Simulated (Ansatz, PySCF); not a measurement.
iron atom (Fe), quintet. Base run: PySCF with CASSCF(4,6)/def2-SVP.

PySCF was given this input:
```python
from pyscf import gto, scf, mcscf
import numpy

mol = gto.Mole()
mol.atom = '''
    Fe    0.000000    0.000000    0.000000
'''
mol.basis = 'def2-svp'
mol.charge = 0
mol.spin = 4
mol.verbose = 4
mol.build()

mf = scf.ROHF(mol)
mf.kernel()
mc = mcscf.CASSCF(mf, 6, 4)
mc.fix_spin_(ss=6.0)
mc.kernel()
occ = numpy.linalg.eigvalsh(mc.fcisolver.make_rdm1(mc.ci, mc.ncas, mc.nelecas))[::-1]
ss = mc.fcisolver.spin_square(mc.ci, mc.ncas, mc.nelecas)[0]
print('natural occupations', occ.round(4), ' <S^2>', round(ss, 4))
```

Programs used: Ansatz (a first-principles code), PySCF; a row that names a program was run with it.

The base run was repeated with changes; each row names its change, and settings that it needs were set with it.

| change | ΔE vs base (mEh) | natural occupations | <S^2> of the state | outcome |
|---|---|---|---|---|
| base | 0.000 | 1.00 1.00 1.00 1.00 0.00 0.00 | 6.00 | converged |
| active space = 6 electrons, 7 orbitals | -104.0 | 1.94 1.00 1.00 1.00 1.00 0.05 0.01 | 6.00 | converged |
| code = ansatz | -93.782 | - | - | converged |
| active space = 8 electrons, 7 orbitals | -0.272 | 2.00 2.00 1.00 1.00 1.00 1.00 0.00 | 6.00 | converged |
| active space = 10 electrons, 9 orbitals | - | - | - | not converged |
| state_average = 2 states | 17.317 | - | - | converged |
| active space = 8 electrons, 9 orbitals | -114.9 | 2.00 1.91 1.00 1.00 1.00 1.00 0.05 0.05 0.01 | 6.00 | converged |
| code = ansatz; correction = SC-NEVPT2, all electrons | -337.3 | - | - | converged |
| active space = 10 electrons, 8 orbitals | -93.264 | 2.00 2.00 1.99 1.00 1.00 1.00 1.00 0.01 | 6.00 | converged |
| fix_spin_ = off | 0.000 | 1.00 1.00 1.00 1.00 0.00 0.00 | 6.00 | converged |
| orbitals = fixed (CASCI); correction = SC-NEVPT2 | -275.9 | 1.00 1.00 1.00 1.00 0.00 0.00 | 6.00 | converged |

Active orbitals are taken around the Fermi level unless the row says otherwise; CASSCF can end in different local minima, and two programs can end on different orbitals. State-averaged rows give the lowest state.

Open shells are given as the SCF converged; they aren't shown to be the lowest states, and a large step between rows can be another state.
